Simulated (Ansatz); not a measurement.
Basis sets compared for Te(GeH3)2 (Ge₂TeH₆). Charge 0, multiplicity 1. Geometry PBE-D4/def2-SVP. Ansatz on 4 threads of INTEL XEON PLATINUM 8581C on a shared host; times are rough, and most runs start from earlier orbitals.

```
atom    x (Å)    y (Å)    z (Å)
 Te1  -1.2222  -1.1560   0.7605
 Ge2  -0.8621  -0.1954  -1.6131
  H3  -0.9191   1.3550  -1.5790
  H4  -2.0055  -0.7507  -2.4987
  H5   0.5139  -0.6467  -2.1711
 Ge6   0.8233   0.1607   1.6373
  H7   1.0413  -0.2764   3.1075
  H8   0.5542   1.6878   1.5698
  H9   2.0763  -0.1783   0.7868
```

In the def2 sets Te takes a core potential; there is no spin–orbit coupling.

Binding counts from free atoms (Te triplet, Ge triplet, H doublet) in the same basis, without a counterpoise term.

```
           level  functions  energy (Eh)  HOMO (eV)  LUMO (eV)  binding per atom (eV)  wall time
 PBE-D4/def2-SVP        120   -4424.4859      -5.26      -1.67                   2.57      0.6 s
PBE0-D4/def2-SVP        120   -4424.6238      -6.31      -0.89                   2.56      1.2 s
```

Q: Estimate the rows for PBE-D4/def2-TZVP, PBE0-D4/def2-TZVP.

A: 
```csv
level,functions,energy (Eh),HOMO (eV),LUMO (eV),binding per atom (eV),wall time
PBE-D4/def2-TZVP,182,-4425.0239,-5.37,-1.84,2.57,0.95 s
PBE0-D4/def2-TZVP,182,-4425.1583,-6.38,-1.06,2.56,2 s
```
